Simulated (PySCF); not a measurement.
## Vertical excitation energies

Species: BFH4N2.
Geometry (PBE0-D3(BJ)/def2-SVP, Å), atoms numbered from 1 in this order:
```
atom  x, y, z in Å
N1     1.2985   -0.2246    0.0486
B2     0.0373    0.3871   -0.1227
N3    -1.2029   -0.2706    0.0302
F4     0.0153    1.6952   -0.4566
H5     2.1533    0.2987   -0.0698
H6     1.4330   -1.1935    0.2923
H7    -1.3059   -1.2432    0.2746
H8    -2.0740    0.2215   -0.1027
```

Level of theory: PySCF, TDDFT CAM-B3LYP/def2-SVPD, vertical, gas phase, core orbitals frozen in the response.

| state | E (eV) | λ (nm) | ν̃ (cm⁻¹) | f | symmetry | main configurations (H = HOMO, L = LUMO) |
| --- | --- | --- | --- | --- | --- | --- |
| S1 | 6.26 | 197.9 | 50530 | 0.0000 | – | H→L (94%) |
| S2 | 7.34 | 168.9 | 59220 | 0.083 | B1 or B2 | H→L+1 (61%), H-1→L (36%) |
| S3 | 7.94 | 156.2 | 64030 | 0.0000 | – | H→L+2 (83%), H→L+3 (8%) |
| S4 | 8.34 | 148.7 | 67250 | 0.0045 | B1 or B2 | H-1→L (59%), H→L+1 (34%) |
| S5 | 8.57 | 144.6 | 69160 | 0.0001 | – | H→L+3 (71%), H-1→L+1 (12%), H→L+2 (8%) |
| S6 | 8.76 | 141.5 | 70660 | 0.0003 | – | H→L+4 (68%), H-1→L+2 (22%) |
| S7 | 8.90 | 139.3 | 71780 | 0.306 | B1 or B2 | H→L+5 (95%) |
| S8 | 9.53 | 130.1 | 76870 | 0.0000 | – | H-1→L+1 (70%), H→L+8 (12%), H→L+3 (8%) |
| S9 | 9.75 | 127.2 | 78600 | 0.0000 | – | H→L+6 (80%) |
| S10 | 9.87 | 125.6 | 79640 | 0.0034 | B1 or B2 | H-1→L+2 (70%), H→L+4 (17%) |

Triplets (Tamm–Dancoff): T1 6.02 eV, H→L (90%); T2 6.96 eV, H→L+1 (57%), H-1→L (38%); T3 7.67 eV, H→L+5 (91%); T4 7.80 eV, H→L+2 (77%), H→L+3 (12%).

The lowest singlet lies at 6.26 eV (198 nm, vacuum ultraviolet) and is dark (f under 0.0005); its leading configuration is HOMO→LUMO (94%). The most intense listed level is S7 at 8.90 eV (139 nm, f = 0.306), 2.63 eV above S1. Löwdin shares by element: HOMO nitrogen 77%, boron 9%; LUMO boron 56%, hydrogen 24% or more (atoms not listed hold the other 20%). The oscillator strengths of these states sum to 0.397; summed over the whole spectrum of an exact calculation they would give the number of electrons, 32 (Thomas–Reiche–Kuhn). The listed states span 3.61 eV, and the widest gap between neighbours is 1.08 eV (S1 to S2). Weighted by f, the mean energy of these states is 8.58 eV. From S10 up the states lie above the vertical ionisation energy of 9.80 eV (ΔSCF), that is within the continuum, which a finite basis only mimics. Symmetry labels in C2v follow from the direction of the transition dipole and are given only for states with f of 0.002 or more; B1 and B2 swap with the choice of axes. Singlets were solved by full linear response, triplets in the Tamm–Dancoff approximation.
